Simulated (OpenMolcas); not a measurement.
How basis sets differ on C2H4GaN (SMILES N=C=[CH][GaH2])

C2H4GaN: 8 atoms, total charge 0, spin state singlet. SMILES: `N=C=[CH][GaH2]`. Geometry: relaxed at PBE0-D4/def2-TZVP.

Quantity: the HOMO–LUMO gap, in eV. The values are calculated.

| level | kind | program | value (eV) | CPU time |
| --- | --- | --- | --- | --- |
| HF/ANO-RCC-MB (DKH2) | Hartree–Fock | OpenMolcas | 11.27 | 8.2 s |
| HF/STO-3G | Hartree–Fock | OpenMolcas | 11.67 | 3.6 s |
| HF/STO-3G (RICD fitting) | Hartree–Fock | OpenMolcas | 11.66 | 2.8 s |
| HF/3-21G | Hartree–Fock | OpenMolcas | 10.67 | 4.6 s |
| HF/def2-SVP | Hartree–Fock | OpenMolcas | 10.99 | 16 s |

All-electron rows without a relativistic Hamiltonian named are non-relativistic. The values span 10.67 to 11.67 eV. A Hartree–Fock LUMO above zero doesn't converge with the basis: it sinks as sets grow more diffuse. Orbital gaps aren't excitation energies. CPU times are rough (shared hosts, several kinds of processor and program).
